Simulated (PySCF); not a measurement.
Screening by computed properties: pick the candidate that meets the target.

Species are written as SMILES; each is one conformer at its optimised geometry, gas phase, non-relativistic unless stated; the electronic structure was computed with PySCF and density fitting.

Dipoles, sizes and rotational constants follow the conformer. The torsions of the flexible species, by atom-mapped SMILES:
- `[CH2:1]=[C:2]([CH+:3][CH3:4])[CH2:5][CH3:6]`: C1–C2–C3–C4 -178°, C1–C2–C5–C6 93°
- `[CH:1]#[C:2][c:3]1[cH:4][c+:5]1[CH2:6][CH2:7][CH3:8]`: C4–C5–C6–C7 10°, C5–C6–C7–C8 70°
- `[Cl:1][CH2:2][C@@H:3]1[CH2:4][O:5]1`: Cl1–C2–C3–C4 -86°
- `[F:1][CH:2]([F:3])[C:4](=[S:5])[C:6]([F:7])([F:8])[F:9]`: F1–C2–C4–S5 140°, C2–C4–C6–F7 -161°
- `[CH3:1][P@@:2](=[O:3])([OH:4])[CH:5]1[CH2:6][CH2:7]1`: C1–P2–C5–C6 -83°, H–O4–P2–C1 -125°

Task: Wanted: HOMO–LUMO gap between 4.3 eV and 5 eV (PBE0/def2-SVPD) and HOMO energy below -10 eV (PBE0/def2-SVPD), at GFN2-xTB geometries. Which candidate meets both?
A. `[CH2+]c1cccc(C)c1`
B. `Fc1ccc(Cl)c(F)c1`
C. `C1C([P@](C)(=O)O)C1`
D. `FC(F)C(=S)C(F)(F)F`
E. `O1[C@H](CCl)C1`
F. `C=C([CH+]C)CC`
G. `C#CC1=C[C+]1CCC`

Result: F. Computed values:
```csv
species,HOMO–LUMO gap,HOMO energy
[CH2+]c1cccc(C)c1,3.63 eV,-12.39 eV
FC(F)C(=S)C(F)(F)F,4.01 eV,-8.06 eV
C=C([CH+]C)CC,4.68 eV,-13.68 eV
C#CC1=C[C+]1CCC,5.70 eV,-13.11 eV
Fc1ccc(Cl)c(F)c1,6.30 eV,-7.39 eV
C1C([P@](C)(=O)O)C1,8.19 eV,-7.79 eV
O1[C@H](CCl)C1,8.57 eV,-8.27 eV
```

Task: Wanted: electronic spatial extent ⟨r²⟩ about the centre of nuclear charge between 800 bohr² and 1000 bohr² (PBE0/def2-SVPD) and lowest triplet excitation (Tamm–Dancoff) below 3 eV (TDA PBE0/def2-SVPD), at GFN2-xTB geometries. Which candidate meets both?
A. `[CH2+]c1cccc(C)c1`
B. `C=C([CH+]C)CC`
C. `C1C([P@](C)(=O)O)C1`
D. `C#CC1=C[C+]1CCC`
E. `O1[C@H](CCl)C1`
F. `FC(F)C(=S)C(F)(F)F`
G. `Fc1ccc(Cl)c(F)c1`

Result: A. Computed values:
| species | electronic spatial extent ⟨r²⟩ about the centre of nuclear charge | lowest triplet excitation (Tamm–Dancoff) |
| --- | --- | --- |
| O1[C@H](CCl)C1 | 601 bohr² | 6.55 eV |
| C=C([CH+]C)CC | 667 bohr² | 2.18 eV |
| C1C([P@](C)(=O)O)C1 | 888 bohr² | 6.94 eV |
| [CH2+]c1cccc(C)c1 | 942 bohr² | 1.73 eV |
| FC(F)C(=S)C(F)(F)F | 1192 bohr² | 1.56 eV |
| C#CC1=C[C+]1CCC | 1326 bohr² | 3.51 eV |
| Fc1ccc(Cl)c(F)c1 | 1410 bohr² | 4.01 eV |

Task: Wanted: smallest rotational constant below 1.6 GHz (GFN2-xTB) and static isotropic polarisability below 77 au (PBE0/def2-SVPD), at GFN2-xTB geometries. Which candidate meets both?
A. `C=C([CH+]C)CC`
B. `Fc1ccc(Cl)c(F)c1`
C. `ClC[C@@H]1CO1`
D. `FC(F)(F)C(=S)C(F)F`
E. `c1ccc([CH2+])cc1C`

Result: D. Computed values:
| species | smallest rotational constant | static isotropic polarisability |
| --- | --- | --- |
| Fc1ccc(Cl)c(F)c1 | 0.704 GHz | 82.1 au |
| FC(F)(F)C(=S)C(F)F | 0.954 GHz | 60.1 au |
| c1ccc([CH2+])cc1C | 1.249 GHz | 90.9 au |
| ClC[C@@H]1CO1 | 1.931 GHz | 52.6 au |
| C=C([CH+]C)CC | 1.992 GHz | 71.3 au |
